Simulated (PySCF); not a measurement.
F3H3SiSn, SMILES [F][Sn]([F])([F])[SiH3]. Geometry: PBE0-D3(BJ)/def2-SVP. The def2 effective core potentials stand for the cores of Sn; spin–orbit coupling is left out.

Computed equilibrium geometry at PBE0-D3(BJ)/def2-SVP (PySCF confirms it by a frequency run) as bond lengths and angles, and its point group:
point group C3v.
Atoms: F1 Sn2 F3 F4 Si5 H6 H7 H8. Bond lengths (Å): F1–Sn2 1.925, Sn2–F3 1.925, Sn2–F4 1.925, Sn2–Si5 2.564, Si5–H6 1.487, Si5–H7 1.487, Si5–H8 1.487. Angles (°): F1–Sn2–F3 103.5, F1–Sn2–F4 103.5, F1–Sn2–Si5 114.9, F3–Sn2–F4 103.5, F3–Sn2–Si5 114.9, F4–Sn2–Si5 114.9, Sn2–Si5–H6 106.6, Sn2–Si5–H7 106.6, Sn2–Si5–H8 106.6, H6–Si5–H7 112.2, H6–Si5–H8 112.2, H7–Si5–H8 112.2.
